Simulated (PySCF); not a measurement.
**Phosphorus: a sound run and one with changed settings**

Sound run: P²⁺ [Ne] 3s2 3p1, P³⁺ [Ne] 3s2. Computed with PySCF 2.14 in cc-pVDZ-DK (4s3p1d, 18 functions), with the spin-free X2C one-electron Hamiltonian (Gaussian nucleus). In the sound run the correlated levels freeze [Ne]. The sound run starts from symmetry-adapted Hartree-Fock orbitals and uses a fine grid where one is needed.

Changed run: all electrons correlated in a basis built for the valence shell.

| species | method | sound run (hartree) | changed run (hartree) | converged |
| --- | --- | --- | --- | --- |
| P²⁺ | MP2 | -340.49260 | -340.49876 | yes |
| P²⁺ | CCSD(T) | -340.51279 | -340.51881 | yes |
| P³⁺ | MP2 | -339.40051 | -339.40703 | yes |
| P³⁺ | CCSD(T) | -339.41646 | -339.42287 | yes |

Ionisation energy of P²⁺:

```json
{"method": "UHF", "sound run (eV)": "29.543", "changed run (eV)": "29.543"}
{"method": "MP2", "sound run (eV)": "29.717", "changed run (eV)": "29.708"}
{"method": "SCS-MP2", "sound run (eV)": "29.698", "changed run (eV)": "29.687"}
{"method": "CCSD", "sound run (eV)": "29.817", "changed run (eV)": "29.806"}
{"method": "CCSD(T)", "sound run (eV)": "29.833", "changed run (eV)": "29.822"}
```

A valence basis has no tight correlating functions, so it recovers only part of the core correlation, and not evenly between atom and ion.

For comparison, NIST gives 30.203 eV between the lowest levels.
